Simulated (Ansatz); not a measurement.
input.yaml

```yaml
crystal:
  periodic: [false, false, false]
  atoms:
    - { symbol: H, position_ang: [-0.509034, -1.450688, -1.046265] }
    - { symbol: Br, position_ang: [-0.280214, -2.91508, -1.138295] }
    - { symbol: C, position_ang: [-0.363888, 0.768377, -0.248005] }
    - { symbol: C, position_ang: [0.468687, 0.714235, 0.771328] }
    - { symbol: H, position_ang: [-0.986161, 1.488022, -0.793728] }
    - { symbol: H, position_ang: [0.96318, -0.22483, 1.083247] }
    - { symbol: H, position_ang: [0.70733, 1.619865, 1.371717] }
magnetization:
  spin_polarized: true
  initial_magnetization: 1
basis:
  gaussian: { orbitals: def2-SVP }
hamiltonian:
  xc: pbe
  dispersion: d4
relax:
  f_tol: 0.03
  max_steps: 50
```

Run as:

```bash
$ ansatz run input.yaml --threads 2 --pin off --max-ram 3072MiB --backend cpu --events-out ev --progress --plain --runs-dir out
```

Hardware: 2 threads of Arm Neoverse N1, on a shared host.

Problem. Roughly how long does this run take, and how much memory?

Solution. 84 s, with a peak of 0.17 GiB, for 28 ionic steps.
